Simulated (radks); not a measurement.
Effect of the nuclear size on the fluorine ion F+, [He] 2s2 2p4. All-electron calculation, Dirac Kohn-Sham, exchange-only LDA, spin-unpolarised, spherical densities, finite nucleus; open shells fill j = l - 1/2 first; Fermi nuclear charge, rms radius 2.8976 fm. Program: a radial shooting solver on a logarithmic mesh with Libxc functionals. The rms radius is varied about that value; shifts are against it.

\begin{tabular}{lrrr}
rms radius (fm) & total energy shift (eV) & density at nucleus (e/bohr^3) & 1s1/2 shift (meV) \\ \hline
2.4832 & -0.000188 & 461.1 & -0.076 \\
2.7295 & -0.0000798 & 460.8 & -0.032 \\
2.8976 & 0 & 460.7 & 0.000 \\
3.1526 & 0.000130 & 460.5 & 0.052 \\
3.5872 & 0.000377 & 460.1 & 0.151 \\
\end{tabular}

Slopes of the eigenvalues against <r^2> in GHz/fm^2, as finite differences over the two radii next to the reference (eigenvalue slopes, not the field-shift constants of lines): 1s1/2 8.19.
